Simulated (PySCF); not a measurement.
SMILES C(#N)C[SiH2]C(O)=O, singlet (GFN2-xTB optimised geometry):

```
12

N      3.216     1.500     0.134
C      2.076     1.404     0.156
C      0.656     1.254     0.179
Si     0.153    -0.585     0.000
C     -1.769    -0.585     0.000
O     -2.495     0.378     0.000
O     -2.242    -1.834    -0.009
H      0.226     1.844    -0.633
H      0.277     1.663     1.119
H      0.604    -1.386     1.137
H      0.601    -1.141    -1.276
H     -3.216    -1.844    -0.016
```

Level of theory: CAM-B3LYP/def2-TZVP (PySCF 2.14.0).

Task: What are the frontier orbital energies and the dipole moment?

Result: HOMO-2 -10.97 eV, HOMO-1 -10.51 eV, HOMO -9.76 eV, LUMO 0.07 eV, LUMO+1 0.91 eV; dipole moment 3.97 D.

Meta-Löwdin charges at CAM-B3LYP/def2-TZVP: N1 -0.24, C2 0.11, C3 -0.47, Si4 0.66, C5 0.33, O6 -0.45, O7 -0.46, H8 0.17, H9 0.17, H10 -0.08, H11 -0.08, H12 0.35.
